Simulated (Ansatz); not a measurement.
Born–Oppenheimer molecular dynamics of F3H5O2SiTi (12 atoms, charge 0, multiplicity 1). It starts at the highest image of a converged band, a first-order saddle point between two minima.

Method: RKS PBE/def2-SVP (Ansatz).

```yaml
ensemble: NVE (velocity Verlet)
time_step: 0.5 fs
steps_asked: 200
starting_velocities_drawn_for: 300 K
seed: 9602
```

First frame:

```xyz
12
Properties=species:S:1:pos:R:3
Ti 0.151 -0.307 0.086
O -0.049 -0.600 2.120
Si -1.304 -0.195 3.197
H -2.591 -0.850 2.781
H -0.907 -0.698 4.556
H -1.452 1.295 3.218
F 1.408 0.873 -0.170
F -1.386 0.566 0.217
F -0.168 -1.124 -1.438
O 1.044 -1.983 0.729
H 0.840 -2.827 0.287
H 0.486 -1.578 1.798
```

(1) How far do the bonds stretch over the last three quarters of this one trajectory? (Pairs bonded in most of those frames.)

Answers

(1) 
```json
{"bond": "Ti1–O2", "mean (Å)": "2.447", "spread (Å)": "0.196", "shortest": "2.12", "longest": "2.75"}
{"bond": "Ti1–F7", "mean (Å)": "1.761", "spread (Å)": "0.029", "shortest": "1.71", "longest": "1.80"}
{"bond": "Ti1–F8", "mean (Å)": "1.804", "spread (Å)": "0.053", "shortest": "1.71", "longest": "1.88"}
{"bond": "Ti1–F9", "mean (Å)": "1.758", "spread (Å)": "0.011", "shortest": "1.74", "longest": "1.78"}
{"bond": "Ti1–O10", "mean (Å)": "1.822", "spread (Å)": "0.035", "shortest": "1.77", "longest": "1.89"}
{"bond": "O2–Si3", "mean (Å)": "1.720", "spread (Å)": "0.006", "shortest": "1.71", "longest": "1.73"}
{"bond": "O2–H12", "mean (Å)": "0.981", "spread (Å)": "0.006", "shortest": "0.97", "longest": "1.00"}
{"bond": "Si3–H4", "mean (Å)": "1.502", "spread (Å)": "0.009", "shortest": "1.49", "longest": "1.52"}
{"bond": "Si3–H5", "mean (Å)": "1.505", "spread (Å)": "0.009", "shortest": "1.49", "longest": "1.52"}
{"bond": "Si3–H6", "mean (Å)": "1.497", "spread (Å)": "0.035", "shortest": "1.44", "longest": "1.55"}
{"bond": "O10–H11", "mean (Å)": "0.978", "spread (Å)": "0.015", "shortest": "0.95", "longest": "1.00"}
```

Pairs bonded in part of these frames only: Ti1–H11 28 %.

Mean temperature of the second half: 304 K. The conserved energy stayed within 0.064 meV per atom of its start (net change 0.045 meV per atom), so the integration is sound. A run of 0.1 ps of so small a system gives no equilibrium averages. The orbitals stay closed-shell, which can raise the energy where a bond breaks towards radicals; this wasn't checked here.

The run took 6.1 min on 4 threads of Arm Neoverse V2 (shared host), peak memory 0.22 GiB.
